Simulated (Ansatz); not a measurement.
Total energies of MnO3Br (MnBrO₃) from Ansatz at PBE-D4/def2-TZVP, gas phase (1 Eh = 27.2114 eV = 2625.5 kJ/mol). The reference geometry is relaxed at PBE0-D4/def2-SVP.

```xyz
5

Mn   -0.074   -0.087    0.138
O    -1.566    0.268    0.154
O     0.147   -1.587   -0.093
O     0.634    0.398    1.410
Br    0.860    1.007   -1.609
```

```tsv
state	geometry	energy (Eh)
charge 0 singlet	reference	-3950.16302
charge 1 doublet	reference	-3949.74894
free Mn atom (sextet)	–	-1150.72327
free O atom (triplet)	–	-75.00967
free Br atom (doublet)	–	-2573.72072
```

Question: Work out the vertical ionisation energy to the doublet.

Answer: E(charge 1 doublet) − E(charge 0 singlet) = -3949.74894 − (-3950.16302) = 0.41408 Eh = 11.27 eV. For comparison, −ε of the highest occupied level is 7.99 eV at this level, 3.28 eV less.

Question: What is the binding energy per atom against free atoms?

Answer: Atoms: 1 × (-1150.72327) + 3 × (-75.00967) + 1 × (-2573.72072) = -3949.47300 Eh. Binding: -3949.47300 − (-3950.16302) = 0.69002 Eh = 18.78 eV, or 3.76 eV for each of 5 atoms (no zero-point energy, no counterpoise term).

The restricted singlet is unstable towards broken spin symmetry in Hartree–Fock (as tested in another run); at PBE-D4/def2-TZVP this wasn't settled. At PBE-D4/def2-TZVP the gap within one spin of the charge 1 doublet nearly closes, so an electron or hole may be smeared out by delocalisation error.
